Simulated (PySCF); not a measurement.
Spectrum to structure. Theory: TDDFT CAM-B3LYP/def2-SVPD, vertical, gas phase, core orbitals frozen in the response in PySCF 2.14.0, density-fitted response routines. Geometries: GFN2-xTB, one conformer each.

```json
{"state": "S1", "E (eV)": "4.31", "f": "0.126", "main configurations (H = HOMO, L = LUMO)": "H→L (97%)"}
{"state": "S2", "E (eV)": "5.62", "f": "0.0001", "main configurations (H = HOMO, L = LUMO)": "H-3→L (88%)"}
{"state": "S3", "E (eV)": "6.09", "f": "0.0005", "main configurations (H = HOMO, L = LUMO)": "H-2→L (51%), H-7→L (27%), H→L+1 (10%)"}
{"state": "S4", "E (eV)": "6.24", "f": "0.0003", "main configurations (H = HOMO, L = LUMO)": "H→L+1 (72%)"}
{"state": "S5", "E (eV)": "6.45", "f": "0.0084", "main configurations (H = HOMO, L = LUMO)": "H-1→L (91%)"}
{"state": "S6", "E (eV)": "6.53", "f": "0.0055", "main configurations (H = HOMO, L = LUMO)": "H→L+2 (80%)"}
{"state": "S7", "E (eV)": "6.70", "f": "0.0021", "main configurations (H = HOMO, L = LUMO)": "H-7→L (49%), H-2→L (23%)"}
{"state": "S8", "E (eV)": "6.77", "f": "0.023", "main configurations (H = HOMO, L = LUMO)": "H-5→L (41%), H→L+4 (27%), H→L+8 (12%)"}
```

Triplets computed (Tamm–Dancoff): 2.58, 4.77, 5.21 eV.

Problem. Which structure fits?
A. `C(Cl)(C1[SiH2]C=CC=1)Cl`
B. `O=C(CC)[SiH2]CC`
C. `CCC(=O)[SiH2]OC`
D. `C#C[C@H](C)C(=O)[SiH3]`

Solution. A. Its S1, at 4.31 eV, is the highest among the candidates; the nearest of the others has S1 at 3.57 eV. S1 is HOMO→LUMO (97%). Löwdin shares by element: HOMO carbon 81% or more (atoms not listed hold the other 19%); LUMO carbon 70% or more (atoms not listed hold the other 30%). At the same level the other candidates give, for their lowest levels:
- `CCC(=O)[SiH2]OC`: 3.52 eV (f 0.001); 5.95 eV (f 0.003); 6.52 eV (f 0.001); 6.84 eV (f 0.010); 7.38 eV (f 0.001); T1 2.88 eV; HOMO -8.12, LUMO 0.09 eV
- `CC[SiH2]C(=O)CC`: 3.57 eV (f 0.001); 6.31 eV (f 0.002); 6.84 eV (f 0.006); 7.01 eV (f 0.012); 7.47 eV (f 0.110); T1 2.93 eV; HOMO -8.14, LUMO 0.15 eV
- `C#C[C@H](C)C(=O)[SiH3]`: 3.52 eV (f 0.000); 5.98 eV (f 0.001); 6.38 eV (f 0.038); 6.65 eV (f 0.004); 6.73 eV (f 0.001); T1 2.89 eV; HOMO -8.38, LUMO -0.24 eV

Conformer computed: `[Cl:1][CH:2]([Cl:3])[C:4]1=[CH:5][CH:6]=[CH:7][SiH2:8]1`: Cl1–C2–C4–C5 120°.
